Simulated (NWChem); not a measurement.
Molecule: CH3ClF2Si; SMILES C[Si](F)(F)Cl

```xyz
8

C     -1.6140    -1.1802     0.0000
Si     0.0339    -0.3423     0.0000
F      0.9073    -0.7722    -1.3011
F      0.9073    -0.7722     1.3011
Cl    -0.1325     1.7076     0.0000
H     -2.1939    -0.8912    -0.8985
H     -2.1939    -0.8912     0.8985
H     -1.4864    -2.2812     0.0000
```
Atoms are numbered in this order, from 1.

Program: NWChem. Coordinates come from a PBE-D3(BJ)/def2-SVP optimisation. B3LYP is NWChem's, with the RPA form of VWN correlation. Atomic charges in e: unrestrained fits to the electrostatic potential beside Mulliken populations; buried atoms are poorly determined by the fit.

Estimate the computed values for B3LYP/def2-SVP. Quantities: ESP C1; Mulliken C1; ESP Si2; Mulliken Si2; ESP F3; Mulliken F3; ESP F4; Mulliken F4; ESP Cl5; Mulliken Cl5; relative RMS misfit of the potential (%).


```yaml
ESP C1: -0.42
Mulliken C1: -0.28
ESP Si2: 0.92
Mulliken Si2: 0.95
ESP F3: -0.31
Mulliken F3: -0.32
ESP F4: -0.31
Mulliken F4: -0.32
ESP Cl5: -0.22
Mulliken Cl5: -0.24
relative RMS misfit of the potential (%): 24
```
